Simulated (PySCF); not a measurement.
F2Sn, charge -1, doublet, geometry from GFN2-xTB (such geometries of metal compounds can be far from the true shape) (a state made from the parent by changing its charge; the spin is typed, not shown lowest) (core potentials on Sn) (a gas-phase anion, which may not be bound at this level), with bond 2-1 at 1.4 times its length; CASSCF(5,5)/def2-SVP (PySCF).

Input for PySCF:
```python
from pyscf import gto, scf, mcscf
import numpy

mol = gto.M(
    atom='''
Sn    0.03692366   -0.02225119    0.32782973
F     1.13739153    2.39760538   -1.39570859
F    -1.02810360   -1.58260008   -0.91800721
''',
    basis='def2-svp',
    ecp={'Sn': 'def2-svp'},
    charge=-1,
    spin=1,
    verbose=4,
)

mf = scf.ROHF(mol)
mf.kernel()
mc = mcscf.CASSCF(mf, 5, 5)
mc.fix_spin_(ss=0.75)
mc = mc.newton()
mc.kernel()
occ = numpy.linalg.eigvalsh(mc.fcisolver.make_rdm1(mc.ci, mc.ncas, mc.nelecas))[::-1]
ss = mc.fcisolver.spin_square(mc.ci, mc.ncas, mc.nelecas)[0]
print('natural occupations', occ.round(4), ' <S^2>', round(ss, 4))
```

### Question
Predict the main parts of the log of this PySCF run.

### Answer

```
PySCF version 2.14.0

[INPUT] verbose = 4
[INPUT] num. atoms = 3
[INPUT] num. electrons = 41
[INPUT] charge = -1
[INPUT] spin (= nelec alpha-beta = 2S) = 1
[INPUT] symmetry False subgroup None
[INPUT] Mole.unit = angstrom
[INPUT] Symbol           X                Y                Z      unit          X                Y                Z       unit  Magmom
[...]
nuclear repulsion = 88.7798013846075
number of shells = 22
number of NR pGTOs = 109
number of NR cGTOs = 54
basis = def2-svp
ecp = {'Sn': 'def2-svp'}

******** <class 'pyscf.scf.rohf.ROHF'> ********
method = ROHF
initial guess = minao
damping factor = 0
level_shift factor = 0
DIIS = <class 'pyscf.scf.diis.CDIIS'>
diis_start_cycle = 1
diis_space = 8
diis_damp = 0
SCF conv_tol = 1e-09
SCF conv_tol_grad = None
SCF max_cycles = 50
direct_scf = True
direct_scf_tol = 1e-13
num. doubly occ = 20  num. singly occ = 1
Set gradient conv threshold to 3.16228e-05
init E= -388.061499933671
[...]
cycle= 1 E= -411.64270257865  delta_E= -23.6  |g|= 1.43  |ddm|=  4.2
[...]
cycle= 2 E= -411.996435518219  delta_E= -0.354  |g|= 0.579  |ddm|=    2
[...]
cycle= 3 E= -412.040444613439  delta_E= -0.044  |g|= 0.117  |ddm|= 0.276
[...]
cycle= 4 E= -412.042742374636  delta_E= -0.0023  |g|= 0.0259  |ddm|= 0.0688
[...]
cycle= 5 E= -412.042921447236  delta_E= -0.000179  |g|= 0.00467  |ddm|= 0.029
[...]
cycle= 6 E= -412.042943331422  delta_E= -2.19e-05  |g|= 0.00208  |ddm|= 0.0139
[...]
cycle= 7 E= -412.042945185338  delta_E= -1.85e-06  |g|= 0.000708  |ddm|= 0.0024
[...]
cycle= 8 E= -412.042945680446  delta_E= -4.95e-07  |g|= 0.000135  |ddm|= 0.00151
[...]
cycle= 9 E= -412.042945696259  delta_E= -1.58e-08  |g|= 2.11e-05  |ddm|= 0.000271
[...]
cycle= 10 E= -412.042945696706  delta_E= -4.48e-10  |g|= 3.81e-06  |ddm|= 4.06e-05
[...]
Extra cycle  E= -412.042945696717  delta_E= -1.11e-11  |g|= 1.62e-06  |ddm|= 5.13e-06
converged SCF energy = -412.042945696717

******** <class 'pyscf.mcscf.newton_casscf.CASSCF'> ********
CAS (3e+2e, 5o), ncore = 18, nvir = 31
max_cycle_macro = 50
max_cycle_micro = 10
conv_tol = 1e-07
conv_tol_grad = None
orbital rotation max_stepsize = 0.03
augmented hessian ah_max_cycle = 30
augmented hessian ah_conv_tol = 1e-12
augmented hessian ah_linear dependence = 1e-14
augmented hessian ah_level shift = 1e-08
augmented hessian ah_start_tol = 500
augmented hessian ah_start_cycle = 3
augmented hessian ah_grad_trust_region = 3
kf_trust_region = 3
kf_interval = 5
natorb = False
canonicalization = True
internal_rotation = False
******** <class 'pyscf.fci.addons.SpinPenaltyFCISolver'> ********
max. cycles = 50
conv_tol = 1e-08
davidson only = True
linear dependence = 1e-12
level shift = 0.001
max iter space = 12
nroots = 1
pspace_size = 400
spin = None

WARN: SO-CASSCF (Second order CASSCF) is an experimental feature. Its performance is bad for large systems.

CASCI E = -412.045077529636  dE = -412.04508  S^2 = 0.7500000
Set conv_tol_grad to 0.000316228
macro 1 (17 JK  13 micro), CASSCF E = -412.063670436372  dE = -0.01859  |grad|=0.141  S^2 = 0.7500000
macro 2 (18 JK  14 micro), CASSCF E = -412.081515160549  dE = -0.01784  |grad|=0.123  S^2 = 0.7500000
macro 3 (19 JK  14 micro), CASSCF E = -412.091544154779  dE = -0.01003  |grad|=0.027  S^2 = 0.7500000
macro 4 (10 JK  6 micro), CASSCF E = -412.092978360328  dE = -0.001434  |grad|=0.00844  S^2 = 0.7500000
macro 5 (22 JK  15 micro), CASSCF E = -412.093215896304  dE = -0.0002375  |grad|=0.00079  S^2 = 0.7500000
macro 6 (19 JK  13 micro), CASSCF E = -412.093218899317  dE = -3.003e-06  |grad|=9.59e-05  S^2 = 0.7500000
macro 7 (17 JK  13 micro), CASSCF E = -412.093219066898  dE = -1.676e-07  |grad|=0.000109  S^2 = 0.7500000
macro 8 (1 JK  0 micro), CASSCF E = -412.093219066898  dE = 0  |grad|=2.03e-05  S^2 = 0.7500000
newton CASSCF converged in 8 macro (21 KF 102 Hx) steps
CASSCF canonicalization
Density matrix diagonal elements [1.98313728 1.96697335 1.         0.03182037 0.018069  ]
CASSCF energy = -412.093219066898
CASCI E = -412.093219066898  E(CI) = -6.19246471212682  S^2 = 0.7500000
natural occupations [1.9859 1.9741 1.     0.026  0.014 ]  <S^2> 0.75
```
